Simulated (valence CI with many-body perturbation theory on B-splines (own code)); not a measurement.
# E1 line list for K6+

Computed by relativistic CI+MBPT: three valence electrons over a frozen Dirac-Fock core [Ne], radial functions for each j: 11 s, 11 p, 10 d, 8 f, 5 g, 2 h, with the one-electron correlation potential Σ1, the two-electron term Σ2, the three-electron term Σ3, Breit, model QED; selected CI, second order for the rest, scaled by the run's own slope (own B-spline code, finite nucleus).

Against 69 measured levels this calculation errs by 138 cm⁻¹ on average and by 367 at most. These come from a selection out of Sansonetti, J. Phys. Chem. Ref. Data 37, 7 (2008). Levels without a partner in it may be off by more.

Lines 301 to 350 of 572 in falling wavelength, among levels below 762870 cm⁻¹, chosen from the strongest by gf and those to the six lowest levels. Wavelengths and rates use the calculated energies, so an error of 100 cm⁻¹ moves a line at 42.52 nm by 0.043 % and its rate by three times that or more. Electric multipoles are in the length gauge, E1 and E2 with the static RPA response of the core. Weak lines are less certain than strong ones. Lines between different terms over intervals too small for the method are left out, as are lines whose strength nearly cancels. Where a level lies close to another of its J and parity, the split of strength between their lines is uncertain. The highest levels of a list are the least certain.

Names give the largest LS component (configuration and term), which can be under half, so a name can repeat, a term be missing and a line seem to break the LS rules; names also repeat where a configuration has a term twice. Letters in brackets count levels of one name in rising energy.

| λ vac (nm) | λ from measured levels | Upper | Lower | A (s⁻¹) | log gf | Branch % |
| --- | --- | --- | --- | --- | --- | --- |
| 43.45 |  | 3p3d² ²F°_5/2 | 3p²3d ²F_5/2 [a] | 1.64e+09 | -0.56 | 9.7 |
| 43.30 |  | 3p3d² ²S°_1/2 | 3p²3d ²P_3/2 [a] | 1.60e+10 | -0.05 | 64.5 |
| 43.29 |  | 3p3d² ²F°_7/2 | 3p²3d ²F_7/2 [a] | 1.91e+09 | -0.37 | 15.9 |
| 43.25 |  | 3p3d² ⁴F°_9/2 | 3p²3d ⁴D_7/2 | 4.78e+09 | 0.13 | 18.6 |
| 43.22 |  | 3p3d² ⁴F°_5/2 | 3p²3d ⁴D_3/2 | 2.95e+09 | -0.30 | 11.2 |
| 43.19 |  | 3p3d² ⁴F°_7/2 | 3p²3d ⁴D_5/2 | 3.79e+09 | -0.07 | 14.5 |
| 43.04 |  | 3s3d² ²P_1/2 | 3s3p3d ²P°_3/2 [b] | 1.18e+10 | -0.18 | 25.1 |
| 43.03 |  | 3s3d² ²P_1/2 | 3s3p3d ²P°_1/2 [b] | 1.88e+10 | 0.02 | 39.8 |
| 43.01 |  | 3s3d² ²P_3/2 | 3s3p3d ²P°_3/2 [b] | 2.13e+10 | 0.37 | 45.3 |
| 42.99 |  | 3s3d² ²P_3/2 | 3s3p3d ²P°_1/2 [b] | 4.74e+09 | -0.28 | 10.1 |
| 42.85 |  | 3p²3d ²P_1/2 [b] | 3p³ ²P°_1/2 | 1.28e+10 | -0.15 | 68.5 |
| 42.82 |  | 3p3d² ²D°_5/2 | 3p²3d ²F_7/2 [a] | 7.33e+09 | 0.08 | 58.9 |
| 42.76 |  | 3p²3d ²P_3/2 [b] | 3p³ ²P°_3/2 | 9.06e+09 | 0.00 | 53.8 |
| 42.75 |  | 3p²3d ²P_3/2 [b] | 3p³ ²P°_1/2 | 2.67e+09 | -0.53 | 15.9 |
| 42.69 |  | 3p3d² ²D°_3/2 | 3p²3d ²F_5/2 [a] | 7.85e+09 | -0.07 | 61.8 |
| 42.58 |  | 3p3d² ⁴P°_1/2 | 3p²3d ⁴D_1/2 | 6.26e+09 | -0.47 | 36.4 |
| 42.55 |  | 3p3d² ⁴D°_7/2 | 3p²3d ⁴F_9/2 | 5.14e+09 | 0.05 | 43.0 |
| 42.52 |  | 3p3d² ⁴P°_1/2 | 3p²3d ⁴D_3/2 | 7.57e+09 | -0.39 | 44.0 |
| 42.52 | 42.50 | 3s²4d ²D_3/2 | 3p³ ²P°_3/2 | 2.81e+09 | -0.52 | 19.3 |
| 42.51 |  | 3p3d² ⁴P°_3/2 | 3p²3d ⁴D_5/2 | 9.09e+09 | -0.01 | 53.8 |
| 42.47 |  | 3p3d² ⁴D°_5/2 | 3p²3d ⁴F_7/2 | 4.87e+09 | -0.10 | 40.5 |
| 42.47 |  | 3p3d² ⁴P°_3/2 | 3p²3d ⁴D_3/2 | 4.31e+09 | -0.33 | 25.5 |
| 42.45 |  | 3p3d² ⁴P°_5/2 | 3p²3d ⁴D_7/2 | 1.14e+10 | 0.27 | 67.2 |
| 42.42 |  | 3p3d² ⁴D°_3/2 | 3p²3d ⁴F_5/2 | 5.12e+09 | -0.26 | 42.4 |
| 42.37 |  | 3p3d² ⁴D°_1/2 | 3p²3d ⁴F_3/2 | 6.84e+09 | -0.43 | 56.6 |
| 42.33 |  | 3p3d² ⁴P°_5/2 | 3p²3d ⁴D_5/2 | 2.52e+09 | -0.39 | 14.8 |
| 42.25 |  | 3p²3d ²S_1/2 | 3p³ ²P°_3/2 | 1.37e+10 | -0.13 | 75.0 |
| 42.12 | 42.15 | 3s3p3d ²P°_3/2 [a] | 3s3p² ²S_1/2 | 1.74e+10 | 0.27 | 74.2 |
| 41.97 | 41.96 | 3s3p3d ²P°_3/2 [b] | 3s3p² ²P_3/2 | 8.34e+09 | -0.06 | 30.7 |
| 41.96 | 41.98 | 3s3p3d ²P°_1/2 [a] | 3s3p² ²S_1/2 | 1.44e+10 | -0.12 | 63.2 |
| 41.65 | 41.64 | 3s3p3d ²P°_1/2 [b] | 3s3p² ²P_1/2 | 7.78e+09 | -0.39 | 28.1 |
| 41.63 | 41.62 | 3s3p3d ²P°_3/2 [b] | 3s3p² ²P_1/2 | 4.50e+09 | -0.33 | 16.6 |
| 41.51 |  | 3p3d² ⁴F°_7/2 | 3p²3d ⁴F_9/2 | 2.51e+09 | -0.29 | 9.6 |
| 41.49 |  | 3s3d² ²S_1/2 | 3s3p3d ²P°_1/2 [a] | 5.98e+09 | -0.51 | 17.0 |
| 41.44 |  | 3p3d² ⁴F°_9/2 | 3p²3d ⁴F_9/2 | 1.59e+10 | 0.61 | 62.3 |
| 41.37 |  | 3p3d² ⁴F°_5/2 | 3p²3d ⁴F_7/2 | 3.96e+09 | -0.21 | 15.0 |
| 41.33 |  | 3s3d² ²S_1/2 | 3s3p3d ²P°_3/2 [a] | 1.11e+10 | -0.25 | 31.6 |
| 41.32 |  | 3p3d² ⁴F°_7/2 | 3p²3d ⁴F_7/2 | 1.39e+10 | 0.45 | 53.1 |
| 41.30 |  | 3s3d² ⁴P_5/2 | 3s3p3d ⁴D°_7/2 | 7.22e+09 | 0.04 | 23.2 |
| 41.27 |  | 3s3d² ⁴P_5/2 | 3s3p3d ⁴D°_5/2 | 5.44e+09 | -0.08 | 17.5 |
| 41.25 |  | 3p3d² ⁴F°_3/2 | 3p²3d ⁴F_5/2 | 4.18e+09 | -0.37 | 15.7 |
| 41.23 |  | 3s3d² ⁴P_3/2 | 3s3p3d ⁴D°_3/2 | 4.85e+09 | -0.31 | 15.4 |
| 41.23 | 41.23 | 3s3p3d ²D°_3/2 [b] | 3s3p² ²P_3/2 | 7.21e+09 | -0.13 | 19.3 |
| 41.22 |  | 3s3d² ⁴P_5/2 | 3s3p3d ⁴D°_3/2 | 1.75e+09 | -0.57 | 5.6 |
| 41.22 | 41.24 | 3s3p3d ²F°_5/2 [a] | 3s3p² ²D_3/2 | 6.69e+09 | 0.01 | 84.5 |
| 41.22 |  | 3p3d² ⁴F°_5/2 | 3p²3d ⁴F_5/2 | 1.30e+10 | 0.30 | 49.0 |
| 41.21 | 41.19 | 3p²3d ⁴P_5/2 | 3p³ ⁴S°_3/2 | 2.11e+10 | 0.51 | 68.0 |
| 41.16 |  | 3s3d² ⁴P_3/2 | 3s3p3d ⁴D°_1/2 | 2.70e+09 | -0.56 | 8.6 |
| 41.16 |  | 3p3d² ⁴F°_7/2 | 3p²3d ⁴F_5/2 | 1.84e+09 | -0.43 | 7.1 |
| 41.15 | 41.15 | 3s3p3d ²D°_5/2 [b] | 3s3p² ²P_3/2 | 2.92e+10 | 0.65 | 78.3 |
